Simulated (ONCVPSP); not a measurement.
# PBEsol ONCV dataset for aluminium, scalar-relativistic all-electron reference.

```
Element                 : aluminium (Al)
Generator               : ONCVPSP 4.0.1
Type                    : optimised norm-conserving Vanderbilt (ONCV)
Functional              : PBEsol
Relativity              : scalar-relativistic
Frozen core             : [He]
Valence charge          : 11
Reference configuration : 2s2 2p6 3s2 3p0.5 (charge +0.5)
Partial waves           : 2s+3s: rc 0.90 bohr, ncon 4, nbas 7, qcut 17 1/bohr, 2 projectors; 2p+3p: rc 1.05 bohr, ncon 4, nbas 7, qcut 10.7 1/bohr, 2 projectors; d scattering state at 0.03 Ha: rc 1.00 bohr, ncon 4, nbas 8, qcut 9.5 1/bohr, 2 projectors, debl 0.7 Ha
Local potential         : polynomial inside 0.65 bohr (lpopt 5, dvloc0 -1 Ha)
Core correction         : polynomial model core, fcfact 0.25
```

All-electron outer shells of the reference configuration (PBEsol, scalar-relativistic, ld1.x):

| shell | level (eV) | outermost node (bohr) | outermost maximum (bohr) |
| --- | --- | --- | --- |
| 1s | -1511.72 | – | 0.08 |
| 2s | -111.68 | 0.16 | 0.50 |
| 2p | -73.38 | – | 0.43 |
| 3s | -11.06 | 0.80 | 2.06 |
| 3p | -5.68 | 0.82 | 2.52 |

Calculated quality:

| Item | Value |
| --- | --- |
| Cutoffs needed | 77 Ha and 133 Ha (the cutoffs (Ha) at which the residual kinetic energy of the hardest occupied pseudo-wave falls to 1 and 0.1 mHa per electron) |
| Ghost test | no bound ghost flagged; GHOST(+) flags only above 600 eV |
| Largest excitation error | -0.6 meV (all-electron minus pseudo) for 2s2 2p6 3s1 3p0, out of 4 test configurations |
| rms error of d²Exc/dni dnj | 1.09 mHa without and 1.42 mHa with the model core |

Generation and tests took about 4.7 s on one core of a shared server CPU.
